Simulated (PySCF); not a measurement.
**²⁹Si chemical shifts**

[PySCF: structure optimised with GFN2-xTB; GIAO PBE0/pcSseg-1 shieldings; relativity neglected; isolated molecule; single conformer; equivalent nuclei averaged]

Shieldings were converted by a linear fit to measured shifts: ²⁹Si (scatter 8.9 ppm rms, 25.8 ppm with the 6 outliers that the fit left out vs TMS, solution or neat liquid). Occasional misses reach two or three times the rms, and more in compound classes unlike the fitted ones.

Q: Give the ²⁹Si shifts of `N[Si@@H]1N[SiH2]CO[SiH2]1`, `N#CC/C=C\[SiH2]Cl`, `CS/C(=C/S[SiH3])[SiH2]F`, `NC(=O)[SiH2][SiH2]N[SiH3]`, `NC(=O)[SiH2][SiH2]N[SiH3]`, `CN[Si@@H]1[SiH2]O[Si@H]1N`.

A: 
| compound | environment | δ (ppm) |
| --- | --- | --- |
| [NH2:1][Si@@H:2]1[NH:3][SiH2:4][CH2:5][O:6][SiH2:7]1 | Si7: silicon bonded to O, Si, 2 H, in a 6-membered ring | -30.5 |
| [NH2:1][Si@@H:2]1[NH:3][SiH2:4][CH2:5][O:6][SiH2:7]1 | Si2: silicon bonded to 2 N, Si, H, in a 6-membered ring | -38.5 |
| [NH2:1][Si@@H:2]1[NH:3][SiH2:4][CH2:5][O:6][SiH2:7]1 | Si4: silicon bonded to C, N, 2 H, in a 6-membered ring | -42.8 |
| N#CC/C=C\[SiH2]Cl | silicon bonded to C, Cl, 2 H | -30.9 |
| [CH3:1][S:2]/[C:3](=[CH:4]/[S:5][SiH3:6])[SiH2:7][F:8] | Si7: silicon bonded to C, F, 2 H | -13.9 |
| [CH3:1][S:2]/[C:3](=[CH:4]/[S:5][SiH3:6])[SiH2:7][F:8] | Si6: silicon bonded to S, 3 H | -47.9 |
| [NH2:1][C:2](=[O:3])[SiH2:4][SiH2:5][NH:6][SiH3:7] | Si7: silicon bonded to N, 3 H | -51.5 |
| [NH2:1][C:2](=[O:3])[SiH2:4][SiH2:5][NH:6][SiH3:7] | Si5: silicon bonded to N, Si, 2 H | -55.1 |
| [NH2:1][C:2](=[O:3])[SiH2:4][SiH2:5][NH:6][SiH3:7] | Si4: silicon bonded to C, Si, 2 H | -95.9 |
| [NH2:1][C:2](=[O:3])[SiH2:4][SiH2:5][NH:6][SiH3:7] | Si7: silicon bonded to N, 3 H | -51.5 |
| [NH2:1][C:2](=[O:3])[SiH2:4][SiH2:5][NH:6][SiH3:7] | Si5: silicon bonded to N, Si, 2 H | -55.1 |
| [NH2:1][C:2](=[O:3])[SiH2:4][SiH2:5][NH:6][SiH3:7] | Si4: silicon bonded to C, Si, 2 H | -96.2 |
| [CH3:1][NH:2][Si@@H:3]1[SiH2:4][O:5][Si@H:6]1[NH2:7] | Si6: silicon bonded to N, O, Si, H, in a 4-membered ring | 9.0 |
| [CH3:1][NH:2][Si@@H:3]1[SiH2:4][O:5][Si@H:6]1[NH2:7] | Si3: silicon bonded to N, 2 Si, H, in a 4-membered ring | 2.1 |
| [CH3:1][NH:2][Si@@H:3]1[SiH2:4][O:5][Si@H:6]1[NH2:7] | Si4: silicon bonded to O, Si, 2 H, in a 4-membered ring | -9.9 |
